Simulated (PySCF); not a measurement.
Numbering as in the mapped SMILES `[CH3:1][C@@H:2]1[NH:3][SiH2:4][N:5]([CH3:6])[SiH2:7][C@@H:8]1[F:9]` (H(Xn): hydrogen on atom n). Ha(Si4), Ha(Si7) are cis to C1 on the ring; Hb(Si4), Hb(Si7) are trans to C1 on the ring.

Computed data (PySCF): GIAO PBE0/pcSseg-1 shieldings, geometry from GFN2-xTB. Equivalent nuclei averaged, isolated molecule, one conformer, relativity neglected.

Predict the 2D correlation tables (HSQC, COSY, HMBC).

Answers



HSQC (one-bond C–H):
```tsv
δH	δC
4.55 (H(C8))	93.0 (C8)
3.07 (H(C2))	51.3 (C2)
2.66 (H(C6))	31.4 (C6)
1.43 (H(C1))	23.3 (C1)
```

COSY cross peaks (H two or three bonds apart, from the bond graph; peaks can be absent where the dihedral angle is near 90°):
```tsv
δH	δH
5.07 (Ha(Si7))	4.83 (Hb(Si7))
5.07 (Ha(Si7))	4.55 (H(C8))
5.07 (Hb(Si4))	4.97 (Ha(Si4))
4.83 (Hb(Si7))	4.55 (H(C8))
4.55 (H(C8))	3.07 (H(C2))
3.07 (H(C2))	1.43 (H(C1))
```

HMBC (two and three bonds, from the bond graph):
```tsv
δH	δC
5.07 (Ha(Si7))	93.0 (C8), 51.3 (C2), 31.4 (C6)
5.07 (Hb(Si4))	51.3 (C2), 31.4 (C6)
4.97 (Ha(Si4))	51.3 (C2), 31.4 (C6)
4.83 (Hb(Si7))	93.0 (C8), 51.3 (C2), 31.4 (C6)
4.55 (H(C8))	51.3 (C2), 23.3 (C1)
3.07 (H(C2))	93.0 (C8), 23.3 (C1)
1.43 (H(C1))	93.0 (C8), 51.3 (C2)
```

δ = σ(ref) − σ, references computed at the same level: 1H, 13C against TMS.

Short H···H contacts in this conformer between protons four or more bonds apart (candidates for NOE cross peaks, intensity ∝ r⁻⁶): H(C1)···H(C8) 2.53 Å, H(C6)···Hb(Si7) 2.65 Å, Hb(Si4)···H(C6) 2.66 Å.

Exchangeable OH/NH protons stand at their gas-phase positions; hydrogen bonding in a real sample shifts them, mostly to higher δ. Shifts are as computed. Against solution values, carbons near 30 ppm lie about +3 ppm off and those near 130 ppm about +5 ppm. Of 1211 compounds with measured shifts, 218 miss one by over three times the rms of a fit or turn the order of signals round; such compounds aren't used in these exercises.
